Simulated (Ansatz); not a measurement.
Ansatz results at the PBE0-D4/def2-TZVP geometry: HOMO energy (B3LYP/def2-TZVPP) -7.54 eV; size of the dipole moment (ωB97M-V/def2-TZVPP) 0.58 D; size of the dipole moment (PBE/def2-TZVPP) 0.56 D.

Each molecule was computed in one conformer, which needn't be the lowest.

**Question.** Which molecule gave them?
A. `[SiH3][SiH2][BH][GeH3]`
B. `SCOBCl`
C. `[SiH3][SnH2][SH]`
D. `[SiH3]NCS`

**Answer.** A. The others give `SCOBCl`: -7.32, 2.03, 1.95; `[SiH3]NCS`: -6.57, 1.50, 1.54; `[SiH3][SnH2][SH]`: -6.93, 1.52, 1.40.

B3LYP here is the variant with VWN-RPA as its local correlation; programs differ in this.
